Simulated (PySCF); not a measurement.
PySCF input file for C2H6SZn, SMILES C[CH2][Zn][SH], TDA-PBE/def2-SVPD. The structure is a stationary point at PBE-D3(BJ)/def2-SVP. The isomer is the one that the SMILES or the coordinates give; other isomers of the formula were not compared. Other conformers were not sampled.

```python
import numpy as np
from pyscf import gto, scf, dft, tdscf

mol = gto.M(
    atom='''
    Zn    0.06171336   -0.00512515    0.18325006
    C     0.77089770   -1.66288874   -0.56635116
    C     0.51722864   -1.85939587   -2.06656524
    H     0.33226657   -2.50134161    0.01835494
    H     1.86082353   -1.68395123   -0.34622985
    H     0.97284408   -1.05341710   -2.67854163
    H    -0.56520863   -1.87477392   -2.31105369
    H     0.94236255   -2.81901324   -2.43476773
    S    -0.71915584    1.87630055    1.01640556
    H    -1.61675379    1.19915058    1.78974577
    ''',
    basis='def2-SVPD',
    charge=0,
    spin=0,
    max_memory=1600,
    verbose=4,
)
mf = dft.RKS(mol, xc='pbe').density_fit(auxbasis='def2-universal-jkfit')
mf.grids.level = 3
mf.conv_tol = 1e-9
mf.max_cycle = 100
mf.kernel()
mf.grids = dft.Grids(mol).set(level=1).build(with_non0tab=True)  # coarser grid for the response kernel
td = tdscf.TDA(mf)
td.singlet = True
td.nstates = 10
td.conv_tol = 1e-4
td.positive_eig_threshold = 1e-6
td.kernel(x0=td.get_init_guess(mf, 15))
td.analyze()
tt = tdscf.TDA(mf)
tt.singlet = False
tt.nstates = 4
tt.conv_tol = 1e-4
tt.positive_eig_threshold = 1e-6
tt.kernel(x0=tt.get_init_guess(mf, 9))
tt.analyze(verbose=3)
```

Program output:

```
PySCF version 2.14.0

[INPUT] verbose = 4
[INPUT] num. atoms = 10
[INPUT] num. electrons = 64
[INPUT] charge = 0
[INPUT] spin (= nelec alpha-beta = 2S) = 0
[INPUT] symmetry False subgroup None
[INPUT] Mole.unit = angstrom
[INPUT] Symbol           X                Y                Z      unit          X                Y                Z       unit  Magmom
[INPUT]  1 Zn     0.061713360000  -0.005125150000   0.183250060000 AA    0.116621348627  -0.009685129847   0.346292425710 Bohr   0.0
[INPUT]  2 C      0.770897700000  -1.662888740000  -0.566351160000 AA    1.456785523057  -3.142404294223  -1.070248582730 Bohr   0.0
[INPUT]  3 C      0.517228640000  -1.859395870000  -2.066565240000 AA    0.977420473381  -3.513748951447  -3.905242322146 Bohr   0.0
[INPUT]  4 H      0.332266570000  -2.501341610000   0.018354940000 AA    0.627892817649  -4.726850586879   0.034685809633 Bohr   0.0
[INPUT]  5 H      1.860823530000  -1.683951230000  -0.346229850000 AA    3.516446837846  -3.182206631824  -0.654279592649 Bohr   0.0
[INPUT]  6 H      0.972844080000  -1.053417100000  -2.678541630000 AA    1.838408873104  -1.990669813934  -5.061710093946 Bohr   0.0
[INPUT]  7 H     -0.565208630000  -1.874773920000  -2.311053690000 AA   -1.068089513941  -3.542809254277  -4.367258533265 Bohr   0.0
[INPUT]  8 H      0.942362550000  -2.819013240000  -2.434767730000 AA    1.780807129547  -5.327162965123  -4.601044186629 Bohr   0.0
[INPUT]  9 S     -0.719155840000   1.876300550000   1.016405560000 AA   -1.359007578482   3.545694166871   1.920728139885 Bohr   0.0
[INPUT] 10 H     -1.616753790000   1.199150580000   1.789745770000 AA   -3.055221873953   2.266066178313   3.382129337899 Bohr   0.0

nuclear repulsion = 304.30013389138
number of shells = 63
number of NR pGTOs = 241
number of NR cGTOs = 149
basis = def2-SVPD
ecp = {}


[settings echo left out]
init E= -2256.02029213415
  HOMO = -0.276418467004849  LUMO = -0.063537125355162  gap/eV = 5.79280
cycle= 1 E= -2256.26400367281  delta_E= -0.244  |g|= 1.06  |ddm|= 4.64
  HOMO = -0.175508062405949  LUMO = -0.0639404086283335  gap/eV = 3.03591
cycle= 2 E= -2255.73444687789  delta_E= 0.53  |g|= 1.91  |ddm|= 6.38
  HOMO = -0.214944530515631  LUMO = -0.0437715063980242  gap/eV = 4.65786
cycle= 3 E= -2256.45768663291  delta_E= -0.723  |g|= 0.101  |ddm|= 4.83
  HOMO = -0.222892001640432  LUMO = -0.0449606341041016  gap/eV = 4.84176
cycle= 4 E= -2256.45863669789  delta_E= -0.00095  |g|= 0.0918  |ddm|= 0.312
  HOMO = -0.218402045806544  LUMO = -0.0462795082713928  gap/eV = 4.68369
cycle= 5 E= -2256.46064033251  delta_E= -0.002  |g|= 0.0232  |ddm|= 0.156
  HOMO = -0.219102251993333  LUMO = -0.0450621845832906  gap/eV = 4.73587
cycle= 6 E= -2256.46080533646  delta_E= -0.000165  |g|= 0.00497  |ddm|= 0.0418
  HOMO = -0.218541640544995  LUMO = -0.0451169503363755  gap/eV = 4.71913
cycle= 7 E= -2256.46081398351  delta_E= -8.65e-06  |g|= 0.0014  |ddm|= 0.00979
  HOMO = -0.218755170198222  LUMO = -0.0451994270618418  gap/eV = 4.72269
cycle= 8 E= -2256.46081439708  delta_E= -4.14e-07  |g|= 0.000316  |ddm|= 0.00301
  HOMO = -0.218712255532001  LUMO = -0.0451835197096676  gap/eV = 4.72196
cycle= 9 E= -2256.46081442796  delta_E= -3.09e-08  |g|= 5.55e-05  |ddm|= 0.000587
  HOMO = -0.218708717599045  LUMO = -0.0451814131716855  gap/eV = 4.72192
cycle= 10 E= -2256.46081442856  delta_E= -5.98e-10  |g|= 3.25e-05  |ddm|= 0.000121
  HOMO = -0.218710554486653  LUMO = -0.0451817375185414  gap/eV = 4.72196
cycle= 11 E= -2256.46081442893  delta_E= -3.67e-10  |g|= 4.4e-06  |ddm|= 5.93e-05
  HOMO = -0.218710856106356  LUMO = -0.0451820798075425  gap/eV = 4.72196
Extra cycle  E= -2256.46081442892  delta_E= 5.91e-12  |g|= 5.6e-06  |ddm|= 1.52e-05
converged SCF energy = -2256.46081442892
tot grids = 38952
Overwritten attributes  positive_eig_threshold  of <class 'pyscf.tdscf.rks.TDA'>


******** <class 'pyscf.tdscf.rks.TDA'> for <class 'pyscf.df.df_jk.DFRKS'> ********
nstates = 10 singlet
deg_eia_thresh = 1.000e-03
wfnsym = None
conv_tol = 0.0001
eigh lindep = 1e-12
eigh level_shift = 0
eigh max_cycle = 100


Excitation energies (eV)
[4.84042753 4.86859052 5.35051952 5.39919686 5.67805276 5.85506926
 6.04032258 6.45423938 6.4861826  6.87063537]

** Singlet excitation energies and oscillator strengths **
Excited State   1:      4.84043 eV    256.14 nm  f=0.0227
      32 -> 33        0.50078
      32 -> 34       -0.49761
Excited State   2:      4.86859 eV    254.66 nm  f=0.0172
      32 -> 33        0.49501
      32 -> 34        0.49946
Excited State   3:      5.35052 eV    231.72 nm  f=0.0047
      31 -> 33        0.12647
      31 -> 34       -0.57634
      32 -> 35       -0.37741
Excited State   4:      5.39920 eV    229.63 nm  f=0.0061
      31 -> 33        0.35809
      31 -> 34        0.38690
      32 -> 35       -0.45476
Excited State   5:      5.67805 eV    218.36 nm  f=0.0116
      31 -> 33        0.13496
      31 -> 35       -0.67122
      32 -> 35        0.13530
Excited State   6:      5.85507 eV    211.76 nm  f=0.3254
      30 -> 33        0.10733
      31 -> 33       -0.50165
      31 -> 35       -0.18708
      31 -> 36       -0.22577
      31 -> 37       -0.14891
      32 -> 35       -0.28745
      32 -> 36       -0.10124
Excited State   7:      6.04032 eV    205.26 nm  f=0.0203
      32 -> 36       -0.69188
Excited State   8:      6.45424 eV    192.10 nm  f=0.0288
      31 -> 33        0.10153
      31 -> 36       -0.52992
      31 -> 37        0.16374
      32 -> 37       -0.40704
Excited State   9:      6.48618 eV    191.15 nm  f=0.0174
      31 -> 36       -0.35785
      31 -> 37        0.15021
      32 -> 37        0.56572
Excited State  10:      6.87064 eV    180.46 nm  f=0.0220
      30 -> 33        0.62409
      30 -> 34        0.22768
      31 -> 37        0.12509
      32 -> 38       -0.10557

** Transition electric dipole moments (AU) **
state          X           Y           Z        Dip. S.      Osc.
  1         0.2944     -0.0178      0.3234      0.1916      0.0227
  2         0.2317      0.0191      0.2999      0.1440      0.0172
  3         0.0798      0.0433     -0.1671      0.0362      0.0047
  4        -0.0686     -0.2027      0.0162      0.0461      0.0061
  5         0.2453     -0.1277      0.0814      0.0831      0.0116
  6        -0.5635      1.2195      0.6811      2.2687      0.3254
  7        -0.1206     -0.1519     -0.3154      0.1371      0.0203
  8         0.2243     -0.3380     -0.1338      0.1824      0.0288
  9         0.0491     -0.2260     -0.2371      0.1097      0.0174
 10         0.0921     -0.2957     -0.1865      0.1307      0.0220

** Transition velocity dipole moments (imaginary part, AU) **
state          X           Y           Z        Dip. S.      Osc.
  1         0.0330     -0.0020      0.0376      0.0025      0.0094
  2         0.0441      0.0004      0.0537      0.0048      0.0180
  3        -0.0122     -0.0202     -0.0098      0.0007      0.0022
  4         0.0034     -0.0324     -0.0311      0.0020      0.0068
  5        -0.0033     -0.0023     -0.0070      0.0001      0.0002
  6        -0.0860      0.1803      0.0995      0.0498      0.1543
  7        -0.0493     -0.0201     -0.0800      0.0092      0.0278
  8         0.0253     -0.0420     -0.0207      0.0028      0.0080
  9         0.0033     -0.0233     -0.0267      0.0013      0.0035
 10         0.0111     -0.0789     -0.0138      0.0065      0.0173

** Transition magnetic dipole moments (imaginary part, AU) **
state          X           Y           Z
  1        -0.1958     -0.0310      0.1831
  2        -0.1912     -0.3562      0.1166
  3        -0.2954     -0.0344     -0.3879
  4        -0.0251      0.0049      0.1807
  5         0.1238      0.1262     -0.3544
  6         0.5554      0.3468     -0.0803
  7         0.0730      0.3867     -0.0745
  8        -0.2769     -0.1277      0.2416
  9        -0.1467     -0.2503      0.1289
 10         0.2234      0.0810     -0.1618


******** <class 'pyscf.tdscf.rks.TDA'> for <class 'pyscf.df.df_jk.DFRKS'> ********
nstates = 4 triplet
deg_eia_thresh = 1.000e-03
wfnsym = None
conv_tol = 0.0001
eigh lindep = 1e-12
eigh level_shift = 0
eigh max_cycle = 100


Excitation energies (eV)
[4.54305404 4.74420221 4.83895307 4.90859758]

** Triplet excitation energies and oscillator strengths **
Excited State   1:      4.54305 eV    272.91 nm  f=0.0000
Excited State   2:      4.74420 eV    261.34 nm  f=0.0000
Excited State   3:      4.83895 eV    256.22 nm  f=0.0000
Excited State   4:      4.90860 eV    252.59 nm  f=0.0000
```

The calculation finished and met its thresholds.

Cost: around 60 core-seconds (rough).
